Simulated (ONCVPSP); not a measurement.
**Logarithmic derivatives: Zr (Z = 40), ONCV**

```json
{"Element": "zirconium", "Generator": "ONCVPSP 4.0.1", "Type": "optimised norm-conserving Vanderbilt (ONCV)", "Functional": "PBE", "Relativity": "scalar-relativistic", "Frozen core": "[Ar] 3d10", "Valence charge": "12", "Reference configuration": "4s2 4p6 4d2 5s2", "Partial waves": "4s+5s: rc 2.35 bohr, ncon 4, nbas 7, qcut 4.6 1/bohr, 3 projectors, debl 3.8 Ha; 4p: rc 1.45 bohr, ncon 4, nbas 8, qcut 5.6 1/bohr, 2 projectors, debl 2.3 Ha; 4d: rc 1.80 bohr, ncon 5, nbas 9, qcut 4.7 1/bohr, 1 projector", "Local potential": "polynomial inside 1.20 bohr (lpopt 5, dvloc0 0 Ha)", "Core correction": "polynomial model core, fcfact 0.25"}
```

The phase is arctan(r·R′/R) of the radial function R(r), unwrapped; energies in Ha, scanned from -4 to 5 Ha. A pole is an energy at which the radial function vanishes at the test radius. The pseudo phase is shifted by a multiple of π to meet the all-electron one at the reference energy, and phase errors are pseudo minus all-electron; the curves can meet again beyond the range given. Levels narrower than the energy grid can be missing from the lists of poles.

Question: For each channel, where are the poles, and over which energies does the pseudopotential scatter like the atom?

Answer:

| channel | radius (bohr) | reference energy (Ha) | poles, all-electron | poles, pseudo | unbroken range about the reference energy with phases within 0.05 rad | phase error 1 Ha above the reference energy (rad) |
| --- | --- | --- | --- | --- | --- | --- |
| s | 2.39 | -0.16 | -1.93, 2.27 | -1.93, 2.27 | below 4.8 | -0.000 |
| p | 1.47 | -1.19 | 1.08 | 1.08 | the whole range | -0.000 |
| d | 1.83 | -0.13 | 1.34 | 1.33 | below 3.3 | -0.001 |

Phases in the p channel:

```csv
E (Ha),all-electron,pseudo
-3.98,1.044,1.043
-3.50,0.920,0.919
-3.02,0.706,0.705
-2.54,0.306,0.305
-2.06,-0.319,-0.320
-1.58,-0.852,-0.852
-1.10,-1.149,-1.149
-0.62,-1.314,-1.314
-0.14,-1.417,-1.417
0.34,-1.490,-1.490
0.82,-1.545,-1.545
1.30,-1.591,-1.591
1.78,-1.633,-1.633
2.26,-1.673,-1.673
2.74,-1.716,-1.716
3.22,-1.764,-1.765
3.70,-1.824,-1.826
4.18,-1.904,-1.910
4.66,-2.024,-2.041
```
